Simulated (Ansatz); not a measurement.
MnO3Br (MnBrO₃), relaxed as a singlet with RKS PBE0-D4/def2-SVP in Ansatz, starting from the GFN2-xTB geometry. Force threshold 0.02 eV/Å.

The restricted singlet is unstable towards broken spin symmetry in Hartree–Fock (as tested in another run); at PBE0-D4/def2-SVP this wasn't settled.

Start:

```tsv
atom	x (Å)	y (Å)	z (Å)
Mn1	0.0470	0.1915	0.0153
O2	-0.9070	0.9034	-0.8428
O3	-0.1050	0.5127	1.4393
O4	1.4336	0.2917	-0.4548
Br5	-0.4686	-1.8993	-0.1570
```

| step | energy (eV) | largest force component (eV/Å) | SCF passes |
| --- | --- | --- | --- |
| 1 | -107466.9717 | 5.264 | 34 |
| 2 | -107467.5166 | 1.785 | 38 |
| 3 | -107467.5744 | 0.755 | 41 |
| 4 | -107467.5876 | 0.037 | 41 |
| 5 | -107467.5878 | 0.002 | 40 |

Force components are those of the run's own axes.

End:

```xyz
5

Mn    0.043    0.173    0.014
O    -0.933    0.959   -0.870
O    -0.102    0.557    1.492
O     1.490    0.327   -0.469
Br   -0.498   -2.017   -0.168
```

By distances, no bond broke or formed. The bond that changes most is Mn1–Br5, from 2.16 to 2.26 Å (atoms count from 1).

No frequencies were taken in this run, so the end may be a saddle point.

It took 13 s on 4 threads of Arm Neoverse V1 on a shared host.
